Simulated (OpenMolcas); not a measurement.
Ar3+: Slater's ratio, worked from levels

```json
{"Program": "OpenMolcas", "Basis": "ANO-RCC [8s7p5d4f2g]", "Scalar Hamiltonian": "DKH2, point nucleus", "Active space": "5 electrons in 8 orbitals (3s 3p 4s 4p)", "State averaging": "2S+1 = 4 odd, 1 root; 2S+1 = 2 odd, 8 roots; 2S+1 = 4 even, 3 roots; 2S+1 = 2 even, 9 roots", "Spin-orbit coupling": "state interaction with AMFI integrals over the reference wave functions, term energies averaged over their components"}
```

Methods: CASSCF; SS-CASPT2, IPEA 0.25 Eh, imaginary shift 0.1 Eh (closed shells correlated: 2s 2p). Measured levels: Saloman, J. Phys. Chem. Ref. Data 39, 033101 (2010).

**Slater's ratio.** With one set of orbitals, p3 has ²D° - ⁴S° = 9 F2 and ²P° - ²D° = 6 F2 (F2 = F²/25), a ratio of 2/3. Term energies are centres of gravity, weighted by 2J + 1.

```
   Source  ²D° - ⁴S°  ²P° - ⁴S°  F2 from the first  Ratio
   CASSCF      25797      35854               2866  0.390
SS-CASPT2      21742      35643               2416  0.639
 measured      21168      34973               2352  0.652
```

Energies in cm-1. A ratio away from 2/3 shows effects beyond one configuration with one set of orbitals, and in heavier atoms second-order spin-orbit shifts. In CASSCF the valence s occupation is 1.96 in ²P° against 2.00 in ²D°: mixing out of s² acts most on ²P° and pulls it down.

CASPT2 breaks the degeneracy within a term, and the mean is taken; among the terms shown or strongly mixed into the levels shown the widest spread is 90 cm-1 (3s² 3p³ ²D°, SS-CASPT2). Over all roots computed the reference weight is 0.86 to 0.96 in SS-CASPT2; the roots of lowest weight are the least certain, and an intruder state may touch them. Active for correlation alone: 4p 4s; no level in the range computed is led by a configuration that fills them, so any true level of that kind is missing. Measured partners are found by configuration, term and J. A level has none where our copy of the source lacks it or the pairing is in doubt (some pairs that miss far off the trend of their configuration count as doubtful), and it then counts in no deviation. Only configurations of the active space appear.

° marks odd parity.
